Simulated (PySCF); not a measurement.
BeH2, SMILES [BeH2]. Geometry: PBE0-D3(BJ)/def2-TZVPD. The isomer is the one that the SMILES or the coordinates give; other isomers of the formula were not compared.

Computed equilibrium geometry at PBE0-D3(BJ)/def2-TZVPD (PySCF confirms it by a frequency run) as a Z-matrix, and its point group:
point group D∞h.
```
Be
H 1 1.3362
H 1 1.3362 2 180.00
```
